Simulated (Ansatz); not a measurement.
Molecular dynamics of Cl2F2H2Ti

Input file:

```yaml
crystal:
  periodic: [false, false, false]
  atoms:
    - { symbol: Ti, position_ang: [0.194767, 0.264082, -0.059026] }
    - { symbol: F, position_ang: [-0.46651, 0.695198, 1.870245] }
    - { symbol: Cl, position_ang: [1.865955, 0.134149, -1.457713] }
    - { symbol: Cl, position_ang: [-1.230566, 1.594628, -1.023874] }
    - { symbol: F, position_ang: [-0.32575, -1.373422, 0.091672] }
    - { symbol: H, position_ang: [1.449078, 0.938245, 1.063846] }
    - { symbol: H, position_ang: [0.592025, 0.935921, 1.75585] }
basis:
  gaussian: { orbitals: def2-SVP }
hamiltonian:
  xc: b3lyp
  dispersion: d4
md:
  timestep: 0.5
  n_steps: 200
  ensemble: nve
  temperature: 100.0
  initial_velocities: maxwell_boltzmann
  seed: 5264
```

Run as:

```bash
$ ansatz run input.yaml --threads 2 --pin off --max-ram 3072MiB --backend cpu --events-out ev --progress --plain --runs-dir out
```

It starts at the highest image of a converged band, a first-order saddle point between two minima.

Output, in part (step lines, the closing report, with atoms numbered from 0):

```
md step     0: t =     0.00 fs  T =   100.0 K  F+E_penalty+E_count = -53618.34663700 eV  E_kin = 0.064630 eV  conserved = -53618.28200700 eV  (31 SCF iters)
[... lines left out ...]
Total energy: -53619.84413829 eV, -1970.4929272464 hartree
Atom 0 at    -0.035783     0.178281     0.016669 Å, force    -0.093085    -1.161139    -5.699254 eV/Å
Atom 1 at     0.111699     0.640196     1.571645 Å, force     0.336989     1.047688     4.243238 eV/Å
Atom 2 at     1.902542     0.219648    -1.066292 Å, force    -0.358887     0.094591     0.499720 eV/Å
Atom 3 at    -1.344829     1.551121    -1.118877 Å, force     0.172377    -0.193673     0.415150 eV/Å
Atom 4 at    -0.613043    -1.431976    -0.312165 Å, force    -0.054156     0.215090     0.542515 eV/Å
Atom 5 at     4.839664     3.247432     1.255788 Å, force    -0.578593    -0.123202     0.485269 eV/Å
Atom 6 at     5.398276     3.364627     0.784010 Å, force     0.575357     0.120647    -0.486638 eV/Å
Dipole moment:    -0.021884     0.025173     0.252896 e Å
```

The steps, from the saved trajectory:

```
time (fs)  T (K)  potential energy less start (eV)  conserved less start (meV/atom)
        0    100                             0.000                             0.00
        3     78                             0.014                             0.01
        6     59                             0.026                             0.01
        9     55                             0.029                             0.01
       12     47                             0.034                             0.01
       15     66                             0.022                             0.01
       18     84                             0.011                             0.00
       21     72                             0.018                             0.01
       24     67                             0.021                             0.01
       27     78                             0.014                             0.01
       30    106                            -0.004                             0.02
       33    224                            -0.080                             0.03
       36    453                            -0.228                             0.02
       39    857                            -0.490                            -0.03
       42   1262                            -0.751                             0.01
       45   1622                            -0.983                             0.01
       48   1883                            -1.153                            -0.07
       51   1920                            -1.177                            -0.11
       54   1653                            -1.004                            -0.05
       57   1275                            -0.759                             0.07
       60   1321                            -0.789                             0.04
       63   1770                            -1.080                            -0.09
       66   2148                            -1.324                            -0.09
       69   2213                            -1.366                            -0.01
       72   2040                            -1.254                             0.01
       75   1853                            -1.133                            -0.04
       78   1708                            -1.040                            -0.04
       81   1658                            -1.007                             0.02
       84   1762                            -1.074                             0.06
       87   1992                            -1.222                             0.02
       90   2341                            -1.449                            -0.06
       93   2662                            -1.656                            -0.08
       96   2764                            -1.722                            -0.05
       99   2547                            -1.581                            -0.02
```

All steps were run. The conserved energy stayed within 0.14 meV per atom of its start (net change -0.023 meV per atom), so the integration is sound. The kinetic energy rose, since the run started high on the potential surface and went downhill. It ends in pieces (Cl2F2Ti + H2), so much of that is their flight and rotation, not heat. A run of 0.1 ps of so small a system gives no equilibrium averages. The orbitals stay closed-shell, which can raise the energy where a bond breaks towards radicals; this wasn't checked here.

Between its relaxed ends the band would form Ti1–H6, F2–H7 and break H6–H7. These pairs go: Ti1–H6 1.81 → 5.89 Å, F2–H7 1.09 → 6.00 Å, H6–H7 1.10 → 0.74 Å. In the last frame they stand as before the step (other bonds may differ from the relaxed reactants and products). Also parted: Ti1–H7 1.98 → 6.35 Å. It ends as Cl2F2Ti + H2. Pairs count as bonded within 1.25 times the sum of covalent radii (0.12 Å more for H–H).

Last frame:

```xyz
7
Properties=species:S:1:pos:R:3
Ti -0.036 0.178 0.017
F 0.112 0.640 1.572
Cl 1.903 0.220 -1.066
Cl -1.345 1.551 -1.119
F -0.613 -1.432 -0.312
H 4.840 3.247 1.256
H 5.398 3.365 0.784
```

The run took 13 min on 2 threads of Arm Neoverse V1, with other jobs on the host, peak memory 0.27 GiB.
